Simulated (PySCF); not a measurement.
Solvent effects on NMR parameters

Atoms are numbered as in `[CH:1]#[C:2][c:3]1[p:4][cH:5][s:6][c:7]1[N:8]([CH3:9])[CH3:10]` (H(Xn): hydrogen on atom n).

GIAO PBE0/pcSseg-1 in PySCF on one PBE0-D3(BJ)/def2-SVP conformer, non-relativistic, equivalent nuclei averaged. Solvents enter as an IEF-PCM continuum (cyclohexane with ε = 2.0, dichloromethane with ε = 8.9) around the gas-phase geometry. Shifts are referred to TMS, CS2 computed in the same medium.

Gas phase, δ in ppm: C7 178.1, C5 148.8, C3 118.4, C1 96.2, C2 82.1, C9/C10 42.7, S6 285.6, H(C5) 7.51, H(C1) 3.90, H(C9)/H(C10) 3.08. Dipole moment 3.38 D.

Problem. How does each δ change in the continuum?

Solution. 
```tsv
atoms	environment	Δδ, cyclohexane	Δδ, dichloromethane
C7	aromatic carbon bearing nitrogen	+1.4	+3.1
C5	aromatic CH next to the ring sulfur	+1.7	+4.4
C3	substituted aromatic carbon	-1.0	-2.5
C1	terminal alkyne carbon	+0.5	+1.3
C2	alkyne carbon	+0.7	+1.3
C9/C10	methyl carbon bonded to N	+0.4	+0.8
S6	aromatic ring sulfur	+2.5	+7.8
H(C5)	hydrogen on an aromatic CH next to the ring sulfur	+0.16	+0.38
H(C1)	hydrogen on a terminal alkyne carbon	+0.16	+0.37
H(C9)/H(C10)	hydrogen on a methyl carbon bonded to N	+0.05	+0.11
```

Changes are relative to the gas phase. The dipole moment becomes 3.89 D in cyclohexane, 4.56 D in dichloromethane.

Problem. Which of the listed nuclei move most (in ppm), and what does the model miss? (N and O are left out, as their reference compounds move with the solvent too.)

Solution. S6 (aromatic ring sulfur, +7.8 ppm) in dichloromethane. A continuum only polarises the solute; specific hydrogen bonds, the anisotropy of aromatic solvents and changes of geometry or conformer are outside it.
